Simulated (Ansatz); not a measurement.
The same path of a periodic cell of 17 atoms, Li16C (host Li, host structure bcc, interstitial C) was run twice with different band settings. Lost on the way: Li5–Li8, Li8–C17, Li10–Li13, Li13–C17. Made: Li5–Li11, Li10–Li15, Li11–C17.

The calculation used DFT PBEsol, scalar-relativistic, plane waves, PAW in Ansatz. Settings: cutoff 420 eV, k mesh 3x3x3, gaussian smearing 0.1 eV, no spin polarisation.

Relaxed end points:

```xyz
17
Lattice="6.9800 0.0000 0.0000 0.0000 6.9800 0.0000 0.0000 0.0000 6.9800" Properties=species:S:1:pos:R:3
Li 0.699 0.002 0.406
Li 3.253 0.001 -0.210
Li -0.292 3.491 0.238
Li 0.699 0.002 3.083
Li 1.980 1.957 1.745
Li 3.665 3.493 -0.228
Li 3.253 0.001 3.699
Li 4.533 1.342 1.744
Li -0.293 3.491 3.250
Li 1.979 5.028 1.745
Li 1.569 1.973 5.234
Li 3.665 3.493 3.717
Li 4.533 5.642 1.744
Li 5.526 1.507 5.235
Li 1.567 5.009 5.234
Li 5.526 5.476 5.235
C 2.617 0.003 1.744
```

```xyz
17
Lattice="6.9800 0.0000 0.0000 0.0000 6.9800 0.0000 0.0000 0.0000 6.9800" Properties=species:S:1:pos:R:3
Li 0.400 0.003 0.689
Li 3.092 0.003 0.702
Li 0.244 3.489 -0.291
Li -0.203 -0.001 3.257
Li 1.743 1.958 1.980
Li 3.255 3.489 -0.286
Li 3.704 -0.001 3.248
Li 5.250 1.970 1.582
Li -0.220 3.495 3.664
Li 1.744 5.028 1.978
Li 1.752 1.347 4.534
Li 3.715 3.495 3.651
Li 5.250 5.011 1.576
Li 5.232 1.502 5.520
Li 1.752 5.632 4.542
Li 5.232 5.481 5.522
C 1.749 0.003 2.614
```

Common settings: climbing image yes; spring 5.0 eV/Å²; optimiser quadratic models (default); end points relaxed.

| run | movable images | start path | force threshold | iteration limit |
| --- | --- | --- | --- | --- |
| 1 | 5 | IDPP | 0.03 eV/Å | 80 |
| 2 | 1 | default | 0.05 eV/Å | 50 |

Task: What does each run give, and how far can it be trusted?

Result: Run 1: converged after 8 iterations, highest image 0.149 eV above the first end. By the program's own check the climbing image is of a kind that is not told: the force calls were inconclusive, a negative curvature could not be distinguished from the path's own, the only one lies far off the path, or fixed occupations may fill a level only in part (lowest curvatures found: -0.09 and 0.07 eV/Å²).
Run 2: converged after 8 iterations, highest image 0.145 eV above the first end. The order of the stationary point at the top wasn't checked. So few images can step over the top or miss a turn of the path.
Limits of this set-up: coarse k mesh, a small cell, in which the defect meets its images.
